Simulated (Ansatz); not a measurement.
A made-up structure of CHOSe, doublet:

```xyz
4
angstrom
C -1.3110 0.1703 -0.1305
O -0.1211 0.1542 -0.0756
Se 0.8736 -1.2587 0.6128
H 0.4470 0.8771 -0.3848
```

It is relaxed with PBE-D4/def2-SVP and then PBE0-D4/def2-TZVP (Ansatz 0.2.0). Atoms count as bonded within 1.22 times the sum of their covalent radii (H–H: 0.88 Å). The end point is not checked to be a true minimum.

Q: Does its bonding change? (Judge from chemistry; the calculation decides.)

A: The calculation gives: Yes. Formed: Se3–H4; broken: O2–Se3, O2–H4.

Where it ends: The first stage lowers the energy by 5.40 eV in 44 steps. It ends as a complex of HSe + CO:
C1  (-2.024, 1.339, -0.818)
O2  (-1.132, 0.731, -0.504)
Se3  (2.087, -1.444, 0.951)
H4  (0.958, -0.684, 0.393)
(Å)

For scale, one of the runs: PBE0-D4/def2-TZVP relaxation, 116 basis functions, launched by `ansatz run in.yaml --threads 2 --pin off --events-out ev --progress --plain --max-ram 4352MiB`. Hardware: 2 CPU threads of an Arm Neoverse V1, shared host. Wall time about 110 s.
